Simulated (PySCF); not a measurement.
PySCF input file for C₄H₃N₂, SMILES [c]1cncnc1, multiplicity 2, PBE/pcH-1. The structure is a stationary point at PBE-D3(BJ)/def2-SVP. The isomer is the one that the SMILES or the coordinates give; other isomers of the formula were not compared.

```python
import numpy as np
from pyscf import gto, scf, dft
from pyscf.prop.hfc import uks as hfc

mol = gto.M(
    atom='''
    C    -0.00000000    0.00000001    1.37529101
    C     0.00000000    1.21010339    0.69673604
    N     0.00000000    1.20399095   -0.65610088
    C     0.00000000   -0.00000001   -1.24616519
    N    -0.00000000   -1.20399096   -0.65610086
    C    -0.00000000   -1.21010338    0.69673606
    H    -0.00000001    2.19252631    1.20099599
    H    -0.00000000   -0.00000003   -2.35216736
    H     0.00000001   -2.19252628    1.20099602
    ''',
    basis='pcH-1',
    charge=0,
    spin=1,
    max_memory=1600,
    verbose=3,
)
mf = dft.UKS(mol, xc='pbe').density_fit(auxbasis='def2-universal-jkfit')
mf.grids.level = 3
mf.conv_tol = 1e-10
mf.max_cycle = 100
mf.kernel()
fine, coarse = mf.grids, dft.Grids(mol).set(level=1).build(with_non0tab=True)
for _ in range(3):  # follow internal instabilities
    mf.grids = coarse
    mo, _, stable, _ = mf.stability(return_status=True, nroots=4)
    mf.grids = fine
    if stable:
        break
    mf.kernel(mf.make_rdm1(mo, mf.mo_occ))
A = hfc.HFC(mf).make_fcdip(mf.make_rdm1())  # Fermi contact and dipolar terms, MHz
print('atom   A(iso)/MHz   principal dipolar parts/MHz')
for i, a in enumerate(A):
    w = np.linalg.eigvalsh((a + a.T) / 2)
    print(f'{mol.atom_symbol(i):2s}{i + 1:3d} {w.mean():12.2f}', (w - w.mean()).round(2))
```

Program output:

```

WARN: HOMO -0.227701692594907 >= LUMO -0.227701692594906

converged SCF energy = -263.332543489615  <S^2> = 0.75576117  2S+1 = 2.0057529
<class 'pyscf.df.df_jk.DFUKS'> wavefunction is stable in the internal stability analysis
atom   A(iso)/MHz   principal dipolar parts/MHz
C   1       343.29 [-72.47 -58.62 131.08]
C   2         9.54 [-12.9   -2.25  15.15]
N   3        -1.13 [-5.96 -4.15 10.11]
C   4        11.84 [-6.4   2.89  3.51]
N   5        -1.13 [-5.96 -4.15 10.11]
C   6         9.54 [-12.9   -2.25  15.15]
H   7        21.99 [-6.19 -4.2  10.39]
H   8        31.15 [-2.33 -0.05  2.38]
H   9        21.99 [-6.19 -4.2  10.39]
```

Self-consistency was reached.
